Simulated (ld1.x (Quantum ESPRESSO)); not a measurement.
PBE ultrasoft dataset for Cu, non-relativistic all-electron reference.

ld1.x (Quantum ESPRESSO) 7.5 was run on this input:

```
&input
   title='Cu', zed=29., rel=0, dft='PBE', iswitch=3,
   config='[Ar] 3d9 4s0 4p0',
   nld=3, rlderiv=2.15, eminld=-4.0, emaxld=5.0, deld=0.02
 /
 &inputp
   pseudotype=3, tm=.true., lloc=-2, rcloc=1.70,
   nlcc=.true., new_core_ps=.true., rcore=0.40,
   file_pseudopw='Cu.UPF', file_wfcaegen='ae.wfc', file_wfcncgen='nc.wfc', file_beta='beta', file_chi='chi', file_wfcusgen='us.wfc'
 /
6
4S  1  0   0.00   0.00  1.30  1.45  0.0
4S  1  0   0.00   1.90  1.30  1.45  0.0
4P  2  1   0.00   0.00  1.65  1.95  0.0
4P  2  1   0.00   1.50  1.65  1.95  0.0
3D  3  2   9.00   0.00  0.75  0.85  0.0
3D  3  2   0.00  -1.05  0.75  0.85  0.0
 &test
   configts(1)='3d9 4s0 4p0'
 /
```

Command:

```bash
ld1.x < Cu.in > Cu.out
```

Output (shortened: banner, matrices, multipoles, cross overlaps and the repeated all-electron block are left out):

```
Program LD1 v.7.5
     --------------------------- All-electron run ----------------------------

     Cu

     atomic number is 29.00
     dft =PBE   lsd =0 sic =0 latt =0  beta=0.20 tr2=1.0E-14
     Exchange-correlation= PBE
                           (   1   4   3   4   0   0   0)
     mesh =1199 r(mesh) = 100.25372 a.u. xmin = -7.00 dx = 0.01250
     1 Ry =  13.60569312 eV

     n l     nl                  e(Ry)          e(Ha)          e(eV)
     1 0     1S 1( 2.00)      -644.7434      -322.3717     -8772.1807
     2 0     2S 1( 2.00)       -78.3248       -39.1624     -1065.6631
     2 1     2P 1( 6.00)       -68.8980       -34.4490      -937.4049
     3 0     3S 1( 2.00)       -10.0359        -5.0179      -136.5449
     3 1     3P 1( 6.00)        -7.0998        -3.5499       -96.5981
     3 2     3D 1( 9.00)        -2.1930        -1.0965       -29.8378
     4 0     4S 1( 0.00)        -1.6141        -0.8070       -21.9604
     4 1     4P 1( 0.00)        -1.1204        -0.5602       -15.2432

     final scf error:  3.8E-15 reached in  28 iterations

     Etot =   -3278.423407 Ry,   -1639.211704 Ha,  -44605.222806 eV

     Ekin =    3276.120700 Ry,    1638.060350 Ha,   44573.892875 eV
     Encl =   -7798.210937 Ry,   -3899.105469 Ha, -106100.064922 eV
     Eh   =    1376.178896 Ry,     688.089448 Ha,   18723.867746 eV
     Exc  =    -132.512066 Ry,     -66.256033 Ha,   -1802.918504 eV

     normalization and overlap integrals

     s(1S/1S) =  1.000000  <r> =   0.0529  <r2> =    0.0038  r(max) =   0.0349
     s(2S/2S) =  1.000000  <r> =   0.2387  <r2> =    0.0671  r(max) =   0.2009
     s(2P/2P) =  1.000000  <r> =   0.2078  <r2> =    0.0529  r(max) =   0.1604
     s(3S/3S) =  1.000000  <r> =   0.7201  <r2> =    0.5991  r(max) =   0.6189
     s(3P/3P) =  1.000000  <r> =   0.7494  <r2> =    0.6630  r(max) =   0.6189
     s(3D/3D) =  1.000000  <r> =   0.9178  <r2> =    1.1045  r(max) =   0.5961
     s(4S/4S) =  1.000000  <r> =   2.3110  <r2> =    6.0699  r(max) =   1.9792
     s(4P/4P) =  1.000000  <r> =   2.7734  <r2> =    8.7796  r(max) =   2.3577

     ------------------------ End of All-electron run ------------------------

     --------------------- Generating US pseudopotential ---------------------

      Generating local potential from pseudized AE potential:
      Matching radius rcloc =   1.7000
      Enforcing V''(0)=0 (lloc=-2)

      Local pseudo, rcloc= 1.704 Estimated cut-off energy=    10.70 Ry

      Computing core charge for nlcc:

       r > 0.40 : true rho core
      Core charge pseudized with two Bessel functions
      Integrated core pseudo-charge :  11.72

      Wfc   4S  rcut= 1.294  Using Troullier-Martins method
      Wfc-us  4S rcutus= 1.466  Estimated cut-off energy=    54.68 Ry

      Wfc   4S  rcut= 1.294  Using Troullier-Martins method
      Wfc-us  4S rcutus= 1.466  Estimated cut-off energy=    21.91 Ry

      Wfc   4P  rcut= 1.661  Using Troullier-Martins method
      Wfc-us  4P rcutus= 1.930  Estimated cut-off energy=    19.21 Ry

      Wfc   4P  rcut= 1.661  Using Troullier-Martins method
      Wfc-us  4P rcutus= 1.930  Estimated cut-off energy=    23.58 Ry

      Wfc   3D  rcut= 0.747  Using Troullier-Martins method
      Wfc-us  3D rcutus= 0.846  Estimated cut-off energy=   158.42 Ry

      Wfc   3D  rcut= 0.747  Using Troullier-Martins method
      Wfc-us  3D rcutus= 0.846  Estimated cut-off energy=   162.61 Ry

     ------------------- End of pseudopotential generation -------------------

     Computing logarithmic derivative in   2.14679

       Warning: n=1, l=0 expected 0 nodes, found 1
       Setting wfc to zero for this iteration
       (This warning will only be printed once per wavefunction)

       Zero norm: self consistency problem; state:  2 (l=  0, j=0.0)
     Computing logarithmic derivative in   2.14679
     Computing the partial wave expansion
     R is outside the sphere for l=    0 j= 0.00
     R is outside the sphere for l=    0 j= 0.00
     R is outside the sphere for l=    1 j= 0.00
     R is outside the sphere for l=    1 j= 0.00
     R is outside the sphere for l=    2 j= 0.00
     R is outside the sphere for l=    2 j= 0.00

     ---------------------- Testing the pseudopotential ----------------------

     Cu

     atomic number is 29.00   valence charge is 11.00
     dft =PBE   lsd =0 sic =0 latt =0  beta=0.20 tr2=1.0E-14
     mesh =1199 r(mesh) = 100.25372 xmin = -7.00 dx = 0.01250

     n l     nl             e AE (Ry)        e PS (Ry)    De AE-PS (Ry)
     3 2     3D   1( 9.00)       -2.19304       -2.19304        0.00000
     1 0     4S   1( 0.00)       -1.61406       -1.61406        0.00000
     2 1     4P   1( 0.00)       -1.12035       -1.12035        0.00000

     eps = 4.3E-15  iter =  1

     Etot =   -3278.423407 Ry,   -1639.211704 Ha,  -44605.222806 eV
     Etotps =  -132.045961 Ry,     -66.022981 Ha,   -1796.576824 eV

     Ekin =     114.699857 Ry,      57.349929 Ha,    1560.571060 eV
     Encl =    -189.710970 Ry,     -94.855485 Ha,   -2581.149240 eV
     Ehrt =      82.260330 Ry,      41.130165 Ha,    1119.208808 eV
     Ecxc =     -54.551561 Ry,     -27.275781 Ha,    -742.211799 eV
     (Ecc =     -32.085813 Ry,     -16.042907 Ha,    -436.549725 eV)
     Epseu=     -84.743617 Ry,     -42.371809 Ha,   -1152.995653 eV

     ---------------------- End of pseudopotential test ----------------------
```

Note: ghost state, extra bound levels that the all-electron valence spectrum of the same l lacks: s at -231.5 eV. A true bound ghost makes a file unfit for plane-wave use.

Generation and configuration tests took about 3.3 s on one core of a shared server CPU.

Transferability test of the new file with ld1.x, input:

```
&input
   title='Cu', zed=29., rel=0, dft='PBE', iswitch=2,
   config='[Ar] 3d9 4s0 4p0'
 /
 &test
   file_pseudo='Cu.UPF', nconf=8,
   configts(1)='3d9 4s0 4p0',
   configts(2)='3d10 4s1 4p0',
   configts(3)='3d10 4s0 4p0',
   configts(4)='3d8 4s0 4p0',
   configts(5)='3d7 4s0 4p0',
   configts(6)='3d9 4s1 4p0',
   configts(7)='3d10 4s0.5 4p0',
   configts(8)='3d9 4s2 4p0'
 /
```

```bash
ld1.x < Cu.test.in > Cu.test.out
```

Pseudopotential blocks of its output, shortened (energy terms left out; the distinct warnings before each block abridged to one line each):

```
     Warning: n=1, l=0 expected 0 nodes, found 1
     ---------------------- Testing the pseudopotential ----------------------

     n l     nl             e AE (Ry)        e PS (Ry)    De AE-PS (Ry)
     3 2     3D   1( 9.00)       -2.19304       -2.19304       -0.00000
     1 0     4S   1( 0.00)       -1.61406       -1.61406        0.00000
     2 1     4P   1( 0.00)       -1.12035       -1.12035        0.00000

     eps = 4.2E-15  iter =  1

     Etot =   -3278.423407 Ry,   -1639.211704 Ha,  -44605.222809 eV
     Etotps =  -132.045961 Ry,     -66.022981 Ha,   -1796.576824 eV

     ---------------------- End of pseudopotential test ----------------------

          BEWARE! Errors in PS-KS equations
     Warning: n=2, l=1 expected 0 nodes, found 2
     Warning: n=3, l=2 expected 0 nodes, found 1
     ---------------------- Testing the pseudopotential ----------------------

     n l     nl             e AE (Ry)        e PS (Ry)    De AE-PS (Ry)
     3 2     3D   1(10.00)       -0.38318       -0.00001       -0.38317  !
     1 0     4S   1( 1.00)       -0.32621       -0.09786       -0.22835  !
     2 1     4P   1( 0.00)       -0.05187       -0.05187        0.00000

     eps = 3.1E-17  iter = 70

     Etot =   -3280.584003 Ry,   -1640.292001 Ha,  -44634.619209 eV
     Etotps =   -32.183752 Ry,     -16.091876 Ha,    -437.882248 eV
     dEtot_ae =      -2.160596 Ry
     dEtot_ps =      99.862209 Ry,   Delta E=    -102.022805 Ry

     ---------------------- End of pseudopotential test ----------------------

          ---------------------- Testing the pseudopotential ----------------------

     n l     nl             e AE (Ry)        e PS (Ry)    De AE-PS (Ry)
     3 2     3D   1(10.00)       -1.01071       -1.00304       -0.00767  !
     1 0     4S   1( 0.00)       -0.85175       -0.85175        0.00000
     2 1     4P   1( 0.00)       -0.47567       -0.47894        0.00327

     eps = 7.3E-16  iter =  9

     Etot =   -3280.002516 Ry,   -1640.001258 Ha,  -44626.707680 eV
     Etotps =  -133.619246 Ry,     -66.809623 Ha,   -1817.982455 eV
     dEtot_ae =      -1.579109 Ry
     dEtot_ps =      -1.573285 Ry,   Delta E=      -0.005824 Ry

     ---------------------- End of pseudopotential test ----------------------

          ---------------------- Testing the pseudopotential ----------------------

     n l     nl             e AE (Ry)        e PS (Ry)    De AE-PS (Ry)
     3 2     3D   1( 8.00)       -3.61855       -3.65722        0.03866  !
     1 0     4S   1( 0.00)       -2.50280       -2.50280        0.00000
     2 1     4P   1( 0.00)       -1.90577       -1.90119       -0.00459

     eps = 3.5E-15  iter =  7

     Etot =   -3275.535742 Ry,   -1637.767871 Ha,  -44565.934123 eV
     Etotps =  -129.142047 Ry,     -64.571023 Ha,   -1757.067054 eV
     dEtot_ae =       2.887665 Ry
     dEtot_ps =       2.903914 Ry,   Delta E=      -0.016249 Ry

     ---------------------- End of pseudopotential test ----------------------

          ---------------------- Testing the pseudopotential ----------------------

     n l     nl             e AE (Ry)        e PS (Ry)    De AE-PS (Ry)
     3 2     3D   1( 7.00)       -5.24452       -5.36228        0.11776  !
     1 0     4S   1( 0.00)       -3.49698       -3.49698        0.00000
     2 1     4P   1( 0.00)       -2.80807       -2.79860       -0.00948  !

     eps = 4.3E-15  iter = 10

     Etot =   -3271.119646 Ry,   -1635.559823 Ha,  -44505.850075 eV
     Etotps =  -124.651308 Ry,     -62.325654 Ha,   -1695.967447 eV
     dEtot_ae =       7.303761 Ry
     dEtot_ps =       7.394653 Ry,   Delta E=      -0.090892 Ry

     ---------------------- End of pseudopotential test ----------------------

          BEWARE! Errors in PS-KS equations
     ---------------------- Testing the pseudopotential ----------------------

     n l     nl             e AE (Ry)        e PS (Ry)    De AE-PS (Ry)
     3 2     3D   1( 9.00)       -1.40753       -2.19304        0.78551  !
     1 0     4S   1( 1.00)       -0.98024       -0.98024        0.00000
     2 1     4P   1( 0.00)       -0.56322       -0.44040       -0.12282  !

     eps = 7.4E-15  iter = 22

     Etot =   -3279.715804 Ry,   -1639.857902 Ha,  -44622.806754 eV
     Etotps =  -133.026204 Ry,     -66.513102 Ha,   -1809.913709 eV
     dEtot_ae =      -1.292396 Ry
     dEtot_ps =      -0.980243 Ry,   Delta E=      -0.312153 Ry

     ---------------------- End of pseudopotential test ----------------------

          BEWARE! Errors in PS-KS equations
     ---------------------- Testing the pseudopotential ----------------------

     n l     nl             e AE (Ry)        e PS (Ry)    De AE-PS (Ry)
     3 2     3D   1(10.00)       -0.68084       -1.00304        0.32219  !
     1 0     4S   1( 0.50)       -0.57770       -0.57770        0.00000
     2 1     4P   1( 0.00)       -0.24910       -0.32382        0.07473  !

     eps = 4.0E-15  iter = 18

     Etot =   -3280.359079 Ry,   -1640.179539 Ha,  -44631.558958 eV
     Etotps =  -133.908098 Ry,     -66.954049 Ha,   -1821.912491 eV
     dEtot_ae =      -1.935671 Ry
     dEtot_ps =      -1.862137 Ry,   Delta E=      -0.073534 Ry

     ---------------------- End of pseudopotential test ----------------------

          BEWARE! Errors in PS-KS equations
     ---------------------- Testing the pseudopotential ----------------------

     n l     nl             e AE (Ry)        e PS (Ry)    De AE-PS (Ry)
     3 2     3D   1( 9.00)       -0.72775       -0.00002       -0.72774  !
     1 0     4S   1( 2.00)       -0.41718       -0.12515       -0.29202  !
     2 1     4P   1( 0.00)       -0.08896       -0.08896        0.00000

     eps = 1.1E-15  iter = 48

     Etot =   -3280.407619 Ry,   -1640.203810 Ha,  -44632.219384 eV
     Etotps =   -32.336282 Ry,     -16.168141 Ha,    -439.957525 eV
     dEtot_ae =      -1.984212 Ry
     dEtot_ps =      99.709679 Ry,   Delta E=    -101.693891 Ry

     ---------------------- End of pseudopotential test ----------------------
```
